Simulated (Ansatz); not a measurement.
`B[Te]C` + `O[AsH2]` → `C[Te][AsH]O` + BH₃  (ligand exchange at a Te–B bond)

Isolated molecules relaxed with PBE0-D4/def2-TZVP in Ansatz; ΔE leaves out vibrations. CCSD(T)/CBS is the MP2 limit (def2-TZVPP, def2-QZVPP) plus CCSD(T) − MP2 in def2-TZVPP, frozen cores. This one scheme is used for every species. DFT in def2-TZVPP. def2 core potentials past Kr. For As, Te outer-core shells are correlated without core-valence functions, which leaves a few kJ/mol of doubt a bond. Scalar relativity is left out up to krypton. Each species was taken in one conformer, which may not be the lowest.

```
      level  ΔE (kJ/mol)
  r2SCAN-D4         22.1
HF/def2-SVP         15.8
```

(1) What does CCSD(T)/CBS give? (Estimate.)

Largest T1 diagnostic among the species: 0.015.

## Answers

(1) Ansatz gave: +20.5 kJ/mol. The listed levels differ from it by 1.6, -4.7 kJ/mol.

The D4 term adds −7.5 kJ/mol with B3LYP and −4.3 kJ/mol with PBE0; it sums over pairs of atoms, weighted by their polarisabilities, and B3LYP, whose exchange is more repulsive, gets the larger term. At CCSD(T), def2-SVP lies +12.0 kJ/mol from the extrapolated value and def2-TZVPP +8.3 kJ/mol.

B3LYP here is the variant with VWN-RPA as its local correlation; programs differ in this.
